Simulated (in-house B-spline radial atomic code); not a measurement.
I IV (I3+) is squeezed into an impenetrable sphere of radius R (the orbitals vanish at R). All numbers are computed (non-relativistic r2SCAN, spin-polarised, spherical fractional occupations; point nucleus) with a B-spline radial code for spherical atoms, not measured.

Energies in eV above the free ion in [Kr] 4d10 5s2 5p2:

```
R (bohr)  highest level (eV)  [Kr] 4d10 5s2 5p2  [Ar] 3d10 4s2 4p5 4d10 5s2 5p2 5f1  [Kr] 4d10 5s1 5p3
    9.36               -35.3         -7.746e-05                               157.7              6.391
    6.24               -35.3           0.009687                               160.2              6.401
     4.7               -34.9             0.4944                               166.9              6.935
    4.18               -34.1              1.703                               172.6              8.262
    3.62               -31.8              6.126                               184.6              13.07
    2.96               -23.6              26.46                               221.7              34.81
    2.68               -15.6              49.38                               256.7                 59
    2.19                16.1              155.3                               399.4                169
    1.72                 107              537.4                               858.6              557.8
    1.53                 189              945.9                                1324                969
```

(1) Does [Ar] 3d10 4s2 4p5 4d10 5s2 5p2 5f1 fall below [Kr] 4d10 5s2 5p2 under compression?

(2) Does [Kr] 4d10 5s1 5p3 fall below [Kr] 4d10 5s2 5p2 under compression?

The highest level is first positive in the row R = 2.19 bohr, pushed up by confinement above the zero of the free ion's potential. Each configuration is held fixed and needn't be the lowest in the sphere.

## Answers

(1) No, it stays above over the whole range.

(2) No, it stays above over the whole range.
